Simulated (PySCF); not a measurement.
Bonds (- single, = double, # triple, : aromatic): C1-Si2, Si2-C3, Si2-C4, C4=C5, C5-C6, C6=O7, C6-C8, C8=O9. C1 carries H10, H11, H12; Si2 carries H13; C3 carries H14, H15, H16; C4 carries H17; C5 carries H18; C8 carries H19. Stereochemistry as in C[SiH](C)/C=C/C(=O)C=O.

Equivalent nuclei averaged, relativity neglected, one computed conformer, no solvent model. PBE0/pcSseg-1 with gauge-including orbitals; geometry: GFN2-xTB; PySCF.

List the cross peaks expected in HSQC, COSY and HMBC spectra.

Answers



HSQC (one-bond C–H):
```
                            δH            δC
                    9.48 (H19)    199.2 (C8)
                    8.29 (H17)    168.1 (C4)
                    7.89 (H18)    139.1 (C5)
0.28 (H10/H11/H12/H14/H15/H16)  -2.7 (C1/C3)
```

COSY cross peaks (H two or three bonds apart, from the bond graph; peaks can be absent where the dihedral angle is near 90°):
```
        δH                              δH
8.29 (H17)                      7.89 (H18)
8.29 (H17)                      4.70 (H13)
4.70 (H13)  0.28 (H10/H11/H12/H14/H15/H16)
```

HMBC (two and three bonds, from the bond graph):
```
                            δH                                    δC
                    9.48 (H19)                186.3 (C6), 139.1 (C5)
                    8.29 (H17)  186.3 (C6), 139.1 (C5), -2.7 (C1/C3)
                    7.89 (H18)    199.2 (C8), 186.3 (C6), 168.1 (C4)
                    4.70 (H13)  168.1 (C4), 139.1 (C5), -2.7 (C1/C3)
0.28 (H10/H11/H12/H14/H15/H16)              168.1 (C4), -2.7 (C1/C3)
```

References, each an isolated molecule treated in the same way: ¹H (σ = 31.72 ppm) and ¹³C (σ = 186.93 ppm) against TMS.

Shifts are as computed. Against solution values, carbons near 30 ppm lie about +3 ppm off and those near 130 ppm about +5 ppm. Of 1211 compounds with measured shifts, 218 miss one by over three times the rms of a fit or turn the order of signals round; such compounds aren't used in these exercises.
